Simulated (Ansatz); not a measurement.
`[SiH3][CH2][ZnH]` + `N=C(F)F` → `FC(F)=N[SiH3]` + `[CH3][ZnH]` at 500 K and 1 bar (ligand exchange at the Si–C bond).

Gas-phase electronic energies from Ansatz, PBE0-D4/def2-TZVP geometries. CCSD(T)/CBS is the MP2 limit (def2-TZVPP, def2-QZVPP) plus CCSD(T) − MP2 in def2-TZVPP, frozen cores. For Zn outer-core shells are correlated without core-valence functions, which leaves a few kJ/mol of doubt a bond. Scalar relativity is left out up to krypton. Each species was taken in one conformer, which may not be the lowest.

```csv
species,CCSD(T)/CBS energy (Eh),H − E (kJ/mol),S (J/(mol·K))
`[SiH3][CH2][ZnH]`,-2109.10255,189.7,375.9
`N=C(F)F`,-292.91376,92.9,298.1
`FC(F)=N[SiH3]`,-583.21240,147.7,381.8
`[CH3][ZnH]`,-1818.81862,134.5,288.1
```

H − E and S are ideal-gas, rigid-rotor, harmonic terms from PBE0-D4/def2-TZVP, for one conformer and one mirror image of each species. 1 Eh = 2625.50 kJ/mol, R = 8.31446 J/(mol·K).

Task: By hand: ΔE, ΔH, ΔS and ΔG.

Result: ΔE = (-583.21240) + (-1818.81862) − (-2109.10255) − (-292.91376) = -0.01471 Eh = -38.6 kJ/mol. Δ(H − E) = 147.7 + 134.5 − 189.7 − 92.9 = -0.4, so ΔH = -39.0 kJ/mol. ΔS = 381.8 + 288.1 − 375.9 − 298.1 = -4.1 J/(mol·K). ΔG = -39.0 − 500 × (-4.1)/1000 = -37.0 kJ/mol.

Task: By hand: the equilibrium constant, and the temperature at which ΔG would vanish if ΔH and ΔS stayed fixed.

Result: log₁₀ K = −ΔG/(RT ln 10) = 3.9. ΔG = 0 at ΔH/ΔS = 9512 K, far beyond where these terms or the molecules hold.

The number of gas molecules stays the same, so ΔS is small and ΔH decides. A doubt of 5 kJ/mol in ΔE shifts log₁₀ K by 0.5 here. Other conformers and mirror images would add mixing entropy, several J/(mol·K) or more a flexible species. These are equilibria of isolated gas molecules and say nothing of rates. Largest T1 diagnostic: 0.014 (customary marks: 0.02 for closed shells, 0.045 for open ones).
